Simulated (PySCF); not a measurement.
4-bromobuta-1,2-diene (C₄H₅Br), SMILES C=C=CCBr. Atoms are numbered in the order given.

```xyz
10

C      3.4300    -0.2371     0.7513
C      2.2103    -0.6457     0.5110
C      0.9802    -1.0519     0.2803
C     -0.2198    -0.3955     0.8666
Br    -1.3222     0.4782    -0.5341
H      3.9169     0.5040     0.1058
H      4.0058    -0.6232     1.6009
H      0.8112    -1.9134    -0.3803
H     -0.9035    -1.1170     1.3333
H      0.0416     0.3949     1.5804
```
Charge 0, spin multiplicity 1.

Coordinates come from a r2SCAN-D4/def2-SVP optimisation. The values are those of a single conformer.

The numbers are results of TDA-PBE/def2-SVPD (PySCF), not measurements.

Vertical excitations. 

```
state  energy (eV)  λ (nm)      f                                                                    main pairs
-----  -----------  ------  -----  ----------------------------------------------------------------------------
S1            4.92     252  0.017                                              HOMO−1→LUMO 61 %, HOMO→LUMO 28 %
S2            4.99     248  0.029                            HOMO−1→LUMO 37 %, HOMO→LUMO 37 %, HOMO−2→LUMO 21 %
S3            5.25     236  0.016           HOMO−3→LUMO 45 %, HOMO−2→LUMO 33 %, HOMO→LUMO+1 11 %, HOMO→LUMO 9 %
S4            5.31     233  0.010                           HOMO→LUMO+1 46 %, HOMO−3→LUMO 36 %, HOMO−2→LUMO 9 %
S5            5.43     228  0.002                                          HOMO−1→LUMO+1 74 %, HOMO→LUMO+1 15 %
S6            5.55     224  0.077    HOMO−2→LUMO+1 30 %, HOMO→LUMO+1 14 %, HOMO−2→LUMO 14 %, HOMO−1→LUMO+1 12 %
S7            5.94     209  0.090                      HOMO−2→LUMO+1 39 %, HOMO→LUMO+2 31 %, HOMO−3→LUMO+1 12 %
S8            6.35     195  0.005                                                            HOMO−1→LUMO+2 72 %
S9            6.44     193  0.036  HOMO−2→LUMO+2 33 %, HOMO−1→LUMO+2 22 %, HOMO→LUMO+2 19 %, HOMO−3→LUMO+1 11 %
S10           6.63     187  0.039                                                              HOMO→LUMO+3 87 %
T1            4.10     302      0                                                                HOMO→LUMO 77 %
T2            4.47     278      0                                                              HOMO−1→LUMO 77 %
T3            4.57     271      0         HOMO−2→LUMO 47 %, HOMO−1→LUMO 20 %, HOMO−3→LUMO+1 10 %, HOMO→LUMO 9 %
T4            4.77     260      0    HOMO−3→LUMO 36 %, HOMO−2→LUMO 20 %, HOMO−3→LUMO+1 17 %, HOMO−2→LUMO+1 14 %
```
Triplets are in the Tamm–Dancoff approximation.
